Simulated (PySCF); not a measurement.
C2H8O2Si2, SMILES O1C[SiH2]C[Si@@H]1O.

Geometry: PBE-D3(BJ)/def2-SVP. The structure was generated by enumeration; whether it is a known compound was not checked. Other conformers were not sampled.

Two levels are set side by side: TDA-PBE/def2-SVPD (PySCF) and TDA-M06-2X/def2-SVPD (PySCF). Vertical, same geometry. The lowest singlet is HOMO→LUMO 97 % with PBE and HOMO→LUMO 81 % with the other functional; states are paired by order. Differences are taken from unrounded values.

```json
[
 {"quantity": "lowest singlet excitation (eV)", "TDA-M06-2X": "6.99"},
 {"quantity": "lowest triplet excitation (TDA) (eV)", "TDA-M06-2X": "6.76"},
 {"quantity": "first bright state (f over 0.05) (eV)", "TDA-M06-2X": "7.47"},
 {"quantity": "its oscillator strength", "TDA-M06-2X": "0.06"}
]
```

### Question
What does TDA-PBE give, and how far is it from TDA-M06-2X? (Estimate from the structure and the level; the computed values follow.)

### Answer

```json
[
 {"quantity": "lowest singlet excitation (eV)", "TDA-PBE": "5.82", "TDA-PBE minus TDA-M06-2X": "-1.17"},
 {"quantity": "lowest triplet excitation (TDA) (eV)", "TDA-PBE": "5.61", "TDA-PBE minus TDA-M06-2X": "-1.15"},
 {"quantity": "first bright state (f over 0.05) (eV)", "TDA-PBE": "6.86", "TDA-PBE minus TDA-M06-2X": "-0.61"},
 {"quantity": "its oscillator strength", "TDA-PBE": "0.08", "TDA-PBE minus TDA-M06-2X": "0.02"}
]
```

A lower first singlet is the usual sign of a functional without exact exchange. Differences between two approximate levels are no errors against the true value.

Rough cost on one machine, each run with all the roots and properties that it gave: TDA-M06-2X against TDA-PBE about 9 times.
